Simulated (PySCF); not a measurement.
# `CC(=O)c1ccccn1`, C7H7NO

Geometry:
| atom | x (Å) | y (Å) | z (Å) |
| --- | --- | --- | --- |
| C1 | -2.504 | 0.816 | 0.388 |
| C2 | -1.739 | -0.413 | -0.005 |
| O3 | -2.259 | -1.473 | -0.269 |
| C4 | -0.255 | -0.244 | -0.051 |
| C5 | 0.556 | -1.320 | -0.406 |
| C6 | 1.928 | -1.134 | -0.442 |
| C7 | 2.437 | 0.115 | -0.124 |
| C8 | 1.542 | 1.124 | 0.216 |
| N9 | 0.237 | 0.955 | 0.253 |
| H10 | -3.570 | 0.610 | 0.399 |
| H11 | -2.172 | 1.146 | 1.369 |
| H12 | -2.281 | 1.615 | -0.315 |
| H13 | 0.098 | -2.267 | -0.644 |
| H14 | 2.587 | -1.946 | -0.712 |
| H15 | 3.498 | 0.307 | -0.139 |
| H16 | 1.890 | 2.117 | 0.471 |

Computed with PySCF, quadratic response B3LYP/def2-SVPD first hyperpolarisability, Taylor convention, gas phase. Geometry: GFN2-xTB.

(1) Give β for the processes computed.

(2) Which lowest excitations, dipole and polarisabilities go with it?

Results:

(1) In au, Taylor convention; the vector part is βᵢ = ⅓ Σⱼ (βᵢⱼⱼ + βⱼᵢⱼ + βⱼⱼᵢ); β∥ is 3/5 of the vector part along the dipole, the dipole points from − to +:
```
                   process  λ (nm)  β vector norm     β∥  β HRS  depolarisation ratio
           static β(0;0,0)       ∞          195.6  105.6   97.6                  3.18
second harmonic β(−2ω;ω,ω)    1064          284.5  156.5  135.9                  3.48
         Pockels β(−ω;ω,0)    1064          220.5  119.8      –                     –
```

(2) S1 3.45 eV (f = 0.000); S2 4.39 eV (f = 0.001); S3 4.71 eV (f = 0.001); dipole 3.39 D; isotropic α 90.0 au static, 91.1 au at 1064 nm, 95.0 au at 532 nm.
